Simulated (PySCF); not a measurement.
# Orbital levels and atomic charges

System: C28H16N2 (N-doped PAH), SMILES c1ccc2c(c1)c1ccccc1c1c2c2ccccc2c2ncc3ccncc3c21.

Cartesian coordinates (Å):
```
  1 C     4.543    1.122    1.503
  2 C     4.469   -0.239    1.227
  3 C     3.348   -0.758    0.624
  4 C     2.272    0.065    0.259
  5 C     2.318    1.433    0.608
  6 C     3.472    1.936    1.218
  7 C     1.163    2.260    0.334
  8 C     1.223    3.659    0.339
  9 C     0.113    4.422    0.065
 10 C    -1.089    3.803   -0.262
 11 C    -1.172    2.432   -0.278
 12 C    -0.069    1.630    0.054
 13 C    -0.130    0.192   -0.079
 14 C     1.064   -0.497   -0.299
 15 C     1.036   -1.725   -1.045
 16 C     2.174   -2.236   -1.696
 17 C     2.103   -3.378   -2.456
 18 C     0.891   -4.051   -2.614
 19 C    -0.251   -3.529   -2.061
 20 C    -0.201   -2.360   -1.292
 21 C    -1.401   -1.797   -0.740
 22 N    -2.547   -2.494   -0.915
 23 C    -3.656   -2.042   -0.426
 24 C    -3.722   -0.910    0.428
 25 C    -4.885   -0.523    1.118
 26 C    -4.802    0.516    2.008
 27 N    -3.647    1.115    2.322
 28 C    -2.563    0.783    1.677
 29 C    -2.528   -0.175    0.638
 30 C    -1.357   -0.551   -0.093
 31 H     5.424    1.531    1.975
 32 H     5.281   -0.893    1.507
 33 H     3.268   -1.825    0.488
 34 H     3.517    2.976    1.502
 35 H     2.162    4.154    0.534
 36 H     0.180    5.500    0.078
 37 H    -1.951    4.398   -0.521
 38 H    -2.095    1.965   -0.585
 39 H     3.105   -1.694   -1.645
 40 H     2.989   -3.748   -2.950
 41 H     0.851   -4.959   -3.196
 42 H    -1.212   -3.996   -2.206
 43 H    -4.554   -2.604   -0.653
 44 H    -5.810   -1.055    0.954
 45 H    -5.668    0.879    2.545
 46 H    -1.654    1.266    2.009
```

Method: BHandHLYP/6-31G*, gas phase, PySCF, fitting set def2-universal-JFIT up to Ne and JKFIT beyond, grid level 1.

Question: Give the orbital energies near the gap.

Answer: 
| orbital | eV |
| --- | --- |
| HOMO-4 | -8.18 |
| HOMO-3 | -8.02 |
| HOMO-2 | -7.16 |
| HOMO-1 | -6.76 |
| HOMO | -6.26 |
| LUMO | -0.89 |
| LUMO+1 | -0.43 |
| LUMO+2 | -0.05 |
| LUMO+3 | 0.24 |

Question: Give the partial charges of the non-hydrogen atoms.

Answer: 
```json
{"atom": "C1", "Mulliken": "-0.16", "IAO": "-0.14", "Hirshfeld": "-0.04"}
{"atom": "C2", "Mulliken": "-0.16", "IAO": "-0.14", "Hirshfeld": "-0.05"}
{"atom": "C3", "Mulliken": "-0.22", "IAO": "-0.14", "Hirshfeld": "-0.04"}
{"atom": "C4", "Mulliken": "0.03", "IAO": "-0.01", "Hirshfeld": "0.00"}
{"atom": "C5", "Mulliken": "0.05", "IAO": "0.00", "Hirshfeld": "0.00"}
{"atom": "C6", "Mulliken": "-0.21", "IAO": "-0.14", "Hirshfeld": "-0.05"}
{"atom": "C7", "Mulliken": "0.04", "IAO": "0.00", "Hirshfeld": "0.00"}
{"atom": "C8", "Mulliken": "-0.20", "IAO": "-0.14", "Hirshfeld": "-0.05"}
{"atom": "C9", "Mulliken": "-0.16", "IAO": "-0.14", "Hirshfeld": "-0.04"}
{"atom": "C10", "Mulliken": "-0.16", "IAO": "-0.14", "Hirshfeld": "-0.04"}
{"atom": "C11", "Mulliken": "-0.20", "IAO": "-0.14", "Hirshfeld": "-0.04"}
{"atom": "C12", "Mulliken": "0.02", "IAO": "-0.01", "Hirshfeld": "0.00"}
{"atom": "C13", "Mulliken": "0.00", "IAO": "0.00", "Hirshfeld": "0.00"}
{"atom": "C14", "Mulliken": "0.00", "IAO": "0.02", "Hirshfeld": "0.01"}
{"atom": "C15", "Mulliken": "0.04", "IAO": "-0.01", "Hirshfeld": "0.00"}
{"atom": "C16", "Mulliken": "-0.22", "IAO": "-0.15", "Hirshfeld": "-0.05"}
{"atom": "C17", "Mulliken": "-0.16", "IAO": "-0.14", "Hirshfeld": "-0.04"}
{"atom": "C18", "Mulliken": "-0.16", "IAO": "-0.14", "Hirshfeld": "-0.04"}
{"atom": "C19", "Mulliken": "-0.18", "IAO": "-0.13", "Hirshfeld": "-0.04"}
{"atom": "C20", "Mulliken": "0.04", "IAO": "-0.01", "Hirshfeld": "0.00"}
{"atom": "C21", "Mulliken": "0.17", "IAO": "0.12", "Hirshfeld": "0.05"}
{"atom": "N22", "Mulliken": "-0.47", "IAO": "-0.29", "Hirshfeld": "-0.16"}
{"atom": "C23", "Mulliken": "0.01", "IAO": "0.02", "Hirshfeld": "0.04"}
{"atom": "C24", "Mulliken": "0.07", "IAO": "-0.02", "Hirshfeld": "0.00"}
{"atom": "C25", "Mulliken": "-0.22", "IAO": "-0.17", "Hirshfeld": "-0.05"}
{"atom": "C26", "Mulliken": "0.01", "IAO": "-0.01", "Hirshfeld": "0.02"}
{"atom": "N27", "Mulliken": "-0.40", "IAO": "-0.28", "Hirshfeld": "-0.18"}
{"atom": "C28", "Mulliken": "0.01", "IAO": "0.02", "Hirshfeld": "0.04"}
{"atom": "C29", "Mulliken": "0.01", "IAO": "-0.03", "Hirshfeld": "0.01"}
{"atom": "C30", "Mulliken": "0.01", "IAO": "-0.03", "Hirshfeld": "0.00"}
```
